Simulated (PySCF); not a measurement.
# [Eu(H2O)9]3+ at several levels of theory

Computed with PySCF 2.14.0 (density fitting, no spin-orbit coupling) at the geometry relaxed with BP86:

```xyz
28
[Eu(H2O)9]3+ (singlet in the valence; each metal's 4f electrons, 6 of them, lie in its core potential, out of spins and levels; a saddle point, relaxed within its symmetry)
Eu    0.0000    0.0000    0.0000
O     1.7637    0.0010    1.7762
H     1.8256   -0.5220    2.6046
H     2.5127    0.6341    1.8177
O    -0.8828    1.5269    1.7762
H    -0.4607    1.8420    2.6046
H    -1.8055    1.8590    1.8177
O    -0.8810   -1.5280    1.7762
H    -1.3649   -1.3200    2.6046
H    -0.7072   -2.4931    1.8177
O     1.7637   -0.0011   -1.7762
H     2.5127   -0.6342   -1.8177
H     1.8256    0.5220   -2.6046
O    -0.8809    1.5280   -1.7762
H    -0.7071    2.4931   -1.8177
H    -1.3648    1.3200   -2.6046
O    -0.8828   -1.5269   -1.7762
H    -1.8056   -1.8589   -1.8177
H    -0.4608   -1.8420   -2.6046
O     1.2651    2.1911    0.0000
H     1.0613    2.9974    0.5212
H     2.0653    2.4177   -0.5212
O    -2.5302    0.0001    0.0000
H    -3.1265   -0.5796    0.5212
H    -3.1264    0.5797   -0.5212
O     1.2650   -2.1912    0.0000
H     2.0652   -2.4178    0.5212
H     1.0612   -2.9974   -0.5212
```

```csv
level,basis,state,HOMO (eV),gap (eV),charge on Eu1 (e),population of f-type functions on Eu1 (polarisation alone where 4f lies in the core),dipole about the centre of mass (D),largest force component (eV/Å)
BP86,"Eu lcecp-1-SVP with ECP52, O def2-SVP, H def2-SVP",singlet,-18.74,7.35,0.54,0.06,0.00,0.01
M06-L,the same,singlet,-19.14,8.16,1.05,0.05,0.03,0.54
BLYP,the same,singlet,-18.53,6.95,0.49,0.06,0.01,0.08
HF,the same,singlet,-25.45,17.51,1.59,0.05,0.00,2.09
```

In the lcecp rows the 4f levels are missing from HOMO and gap, and the state counts the valence alone.

Charges are Mulliken's, which hang on the basis. The relaxation used the grid (50, 194), these runs (75, 302) or, all-electron (x2c bases, spin-free X2C Hamiltonian), (99, 590).

**Question.** What does CAM-B3LYP with Eu lcecp-1-SVP with ECP52, O def2-SVP, H def2-SVP give here?

**Answer.** state singlet, HOMO (eV) -22.07, gap (eV) 12.14, charge on Eu1 (e) 0.74, population of f-type functions on Eu1 (polarisation alone where 4f lies in the core) 0.06, dipole about the centre of mass (D) 0.00, largest force component (eV/Å) 0.50. Time: 5 min on 4 threads of Arm Neoverse V1 (shared host), from an already converged density.

In the first row's basis the gap widens with exact exchange: 7.0 to 8.2 eV for BLYP, BP86, M06-L (none); 12.1 to 17.5 eV for CAM-B3LYP, Hartree–Fock (rising or full at long range).

An lcecp potential fixes the number of 4f electrons, so in runs with it no electron can move into or out of that shell.
